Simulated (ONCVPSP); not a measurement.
## La: one change to an ONCV potential, before and after

```
Element                 : La (Z = 57)
Generator               : ONCVPSP 4.0.1
Type                    : optimised norm-conserving Vanderbilt (ONCV)
Functional              : LDA (Perdew-Zunger)
Relativity              : scalar-relativistic
Frozen core             : [Kr] 4d10
Valence charge          : 11
Reference configuration : 5s2 5p6 5d1 6s2
Partial waves           : 5s+6s: rc 2.15 bohr, ncon 4, nbas 8, qcut 5.2 1/bohr, 2 projectors; 5p: rc 1.70 bohr, ncon 3, nbas 6, qcut 5.1 1/bohr, 2 projectors, debl 3.6 Ha; 5d: rc 3.55 bohr, ncon 3, nbas 8, qcut 5.3 1/bohr, 2 projectors, debl 3.7 Ha; f scattering state at 0.03 Ha: rc 3.30 bohr, ncon 5, nbas 10, qcut 3.5 1/bohr, 1 projector
Local potential         : polynomial inside 1.35 bohr (lpopt 5, dvloc0 0 Ha)
Core correction         : Teter function, fcfact 2.5, rcfact 1.1
```

In the f channel the program set the typed energies aside and used -0.168 Ha.

All-electron outer shells of the reference configuration (LDA (Perdew-Zunger), scalar-relativistic, ld1.x):

| shell | level (eV) | outermost node (bohr) | outermost maximum (bohr) |
| --- | --- | --- | --- |
| 5s | -39.06 | 0.77 | 1.41 |
| 5p | -22.48 | 0.83 | 1.58 |
| 6s | -3.82 | 1.86 | 3.74 |
| 5d | -3.21 | 0.95 | 2.24 |

Change: s: qcut 4.2; p: qcut 4.1; d: qcut 4.3; f: qcut 2.8.

Cutoffs: the cutoffs (Ha) at which the residual kinetic energy of the hardest occupied pseudo-wave falls to 1 and 0.1 mHa per electron; they do not see the model core or the augmentation charge, which bear on the density cutoff. Errors are all-electron minus pseudo energies relative to the spin-unpolarised reference configuration.

Problem. Predict the effect on cutoff, ghosts and configuration errors.

Solution. The potential gets harder (13 Ha and 35 Ha → 32 Ha and 52 Ha); both files keep a bound ghost (s); of the 4 tests that both files solve, the error grows in 3 and shrinks in 0 by more than 15 % and 0.3 meV (median size 2.6 → 6.7 meV).

| quantity | base | changed |
| --- | --- | --- |
| cutoff, loose | 13 Ha | 32 Ha |
| cutoff, tight | 35 Ha | 52 Ha |
| loose cutoff by channel | s 10 Ha, p 13 Ha, d 5.9 Ha | s 8.6 Ha, p 32 Ha, d 5.3 Ha |
| bound ghosts | s | s |
| GHOST(+) flags under 300 eV | p at 157.0 eV | f at 64.6 eV, p at 156.4 eV, d at 234.4 eV |
| error for 5s2 5p6 5d1 6s1, meV [ΔE 6.16 eV] | -0.9 | -1.9 |
| error for 5s2 5p6 5d1 6s0, meV [ΔE 17.31 eV] | -2.6 | -9.4 |
| error for 5s2 5p6 5d0 6s0, meV [ΔE 36.42 eV] | +2.7 | +12 |
| error for 5s2 5p6 5d2 6s0, meV [ΔE 6.31 eV] | -3.9 | -4.1 |
| s: phases at 2.18 bohr within 0.05 rad from the reference energy up to (Ha; the scan ends near 5) | to the end of the scan | to the end of the scan |
| p: phases at 1.73 bohr within 0.05 rad from the reference energy up to (Ha; the scan ends near 5) | 4.6 | 4.6 |
| d: phases at 3.61 bohr within 0.05 rad from the reference energy up to (Ha; the scan ends near 5) | 0.7 | 0.4 |
| f: phases at 3.36 bohr within 0.05 rad from the reference energy up to (Ha; the scan ends near 5) | -0.0 | -0.1 |
| rms error of d²Exc/dni dnj with the model core, mHa | 2.34 | 2.15 |

Base: The cutoffs count occupied waves only; projector 1 of the f channel, the hardest unoccupied one, needs 38 Ha at the loose tolerance. A true bound ghost makes a file unfit for plane-wave use even where its test errors are small: the radial tests pick states by their node count and pass the ghost by.
